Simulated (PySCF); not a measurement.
**A small calculation by hand: chemical shift, span and skew from a shielding tensor**

F3S, SMILES F[S](F)F (connectivity only; charge and spin as stated), charge -1, multiplicity 1. Atoms are numbered in the order given.

```xyz
4

F      0.0000     1.8524    -0.3087
S      0.0000     0.0000    -0.3835
F      0.0000    -1.8524    -0.3087
F      0.0000     0.0000     1.2991
```
Charge -1, spin multiplicity 1.

Geometry optimised at B3LYP-D3(BJ)/def2-SVPD. The spin state was assumed, not searched. The isomer is the one that the SMILES or the coordinates give; other isomers of the formula were not compared.

GIAO shieldings from PBE/pcSseg-2 in PySCF, non-relativistic, no solvent. The symmetric part of the tensor of F1 has the principal values -113.5, 113.7, 454.9 ppm. The same nucleus in CFCl3 has σ = 132.0 ppm at this level (PySCF, at its B3LYP-D3(BJ)/def2-TZVP geometry).

Work out the isotropic shielding, the ¹⁹F shift against CFCl3, the span and the skew.


σ(iso) = (σ11 + σ22 + σ33)/3 = 151.7 ppm. δ = σ(ref) − σ(iso) = 132.0 − (151.7) = -19.7 ppm.
Span Ω = σ33 − σ11 = 568.4 ppm. Skew κ = 3(σ(iso) − σ22)/Ω = 0.20. Tumbling in solution averages the tensor to δ; in a static solid the shielding alone would spread this spin-1/2 line over Ω.
